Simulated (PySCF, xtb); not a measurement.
ClHMgO, SMILES [OH][Mg][Cl].

GFN2-xTB (xtb 6.7.1) at its own geometry gives an orbital gap of 2.56 eV and a dipole moment of 0.70 D.

Geometry: PBE-D3(BJ)/def2-TZVP. One conformer was computed; it need not be the lowest.

Question: What does PBE0/def2-TZVPD (PySCF) give? (The exact figures need the calculation; the answer reports its results.)

Answer: gap 6.76 eV (levels -8.31 and -1.54 eV), dipole 1.94 D.
